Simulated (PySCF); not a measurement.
CH4BClFN.

```xyz
9

B      0.2243    -0.1056     0.0000
Cl    -0.3617    -1.7829     0.0000
F      1.5412     0.1042     0.0000
N     -0.6721     0.9611     0.0000
C     -0.3109     2.3643     0.0000
H     -1.6660     0.7594     0.0000
H     -0.6958     2.8859     0.8929
H     -0.6958     2.8859    -0.8929
H      0.7835     2.4548     0.0000
```

Coordinates come from a r2SCAN-D4/def2-SVP optimisation. This is a generated structure with no PubChem entry under its InChIKey; it may be hypothetical. Other conformers were not sampled.

All values below come from PBE/pcSseg-1 run with PySCF. Non-relativistic, no solvent.

Computed absolute GIAO shielding of each atom: isotropic value and principal components (ppm):
| atom | σ(iso) | σ11 | σ22 | σ33 | span |
|---|---|---|---|---|---|
| B1 | 70.6 | 49.9 | 74.8 | 87.0 | 37.1 |
| Cl2 | 864.8 | 720.9 | 854.6 | 1018.8 | 297.9 |
| F3 | 264.1 | 144.4 | 249.2 | 398.6 | 254.3 |
| N4 | 168.8 | 104.3 | 185.1 | 216.9 | 112.6 |
| C5 | 149.7 | 123.6 | 144.2 | 181.2 | 57.6 |
| H6 | 28.4 | 20.6 | 30.5 | 34.0 | 13.4 |
| H7 | 28.6 | 23.7 | 26.6 | 35.5 | 11.8 |
| H8 | 28.6 | 23.7 | 26.6 | 35.5 | 11.8 |
| H9 | 28.0 | 23.9 | 27.8 | 32.3 | 8.4 |
